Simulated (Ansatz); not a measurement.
MI2 with several metals: revPBE-D4/def2-TZVP single points in Ansatz on relaxed structures, gas phase. Core potentials for I, no spin–orbit coupling. HOMO and LUMO are taken over both spins. Binding counts from free atoms in the multiplicity of their measured ground term, without zero-point energy. Singlets are spin-restricted. The structures are stationary points that may keep the symmetry of their start. Remarks come from the PBE and PBE0 runs and from stability tests at other levels; not every state was tested. HOMO above LUMO (over both spins in singlets and doublets, within one spin in higher multiplets; at PBE or PBE0), or a gap under 0.15 eV within one spin, warns that the state may not be the lowest or that an electron is smeared out.

Task: Estimate the order by LUMO (eV), lowest first.
A. FeI2 (quintet)
B. MnI2 (sextet)
C. CrI2 (quintet)

Result: C (-5.50), A (-4.96), B (-4.27).

In full:

| species | atoms | state | geometry | HOMO (eV) | LUMO (eV) | gap (eV) | binding per atom (eV) | point group (within 0.1 Å) | remarks |
| --- | --- | --- | --- | --- | --- | --- | --- | --- | --- |
| CrI2 | 3 | quintet | PBE0-D4/def2-TZVP | -5.53 | -5.50 | 0.03 | 1.83 | D∞h | near-degenerate levels, HOMO above LUMO, gap within one spin near zero, spin-contaminated (⟨S²⟩ up to 6.20) |
| MnI2 | 3 | sextet | B3LYP-D4/def2-TZVP | -6.31 | -4.27 | 2.05 | 2.15 | D∞h | – |
| FeI2 | 3 | quintet | PBE0-D4/def2-TZVP | -5.44 | -4.96 | 0.48 | 2.10 | D∞h | – |

The gap (eV) runs from 0.03 (CrI2) to 2.05 (MnI2).
